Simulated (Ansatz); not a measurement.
CH$_{5}$NSSn, SMILES `[NH2][SnH]1[CH2][S]1`. The species carries charge 0 and has multiplicity 1. Sn: def2 effective core potential. All single points use the PBE0-D4/def2-TZVP geometry. It is one conformer, not always the lowest.

```xyz
9

N    -0.664   -0.855   -1.629
Sn   -0.039    0.607   -0.393
C     0.114    0.194    1.659
S     1.856    0.203    1.000
H    -0.344   -1.769   -1.331
H    -0.358   -0.720   -2.585
H    -0.254    2.130   -1.094
H    -0.220   -0.780    2.004
H    -0.090    0.989    2.369
```

Question: What is the dipole moment at r2SCAN/def2-TZVPP? (Estimate.)

Answer: Ansatz gave: 2.19 D, with components (-1.69, 0.03, -1.40) D in this frame, pointing from negative to positive charge.

Question: And with PBE, B3LYP, ωB97M-V? (Estimate.)

Answer: The calculation gave: PBE 2.10 D, B3LYP 2.13 D, ωB97M-V 2.19 D.

Question: Give the Mulliken charges with r2SCAN, PBE, B3LYP in def2-TZVPP. (An estimate is asked.)

Answer: Computed: 
```
atom  r2SCAN    PBE  B3LYP
  N1   -0.56  -0.51  -0.52
 Sn2    0.80   0.76   0.85
  C3   -0.27  -0.34  -0.38
  S4   -0.39  -0.36  -0.37
  H5    0.16   0.15   0.14
  H6    0.15   0.14   0.13
  H7   -0.08  -0.08  -0.09
  H8    0.10   0.12   0.13
  H9    0.10   0.12   0.13
```

B3LYP here is the variant with VWN-RPA as its local correlation; programs differ in this.
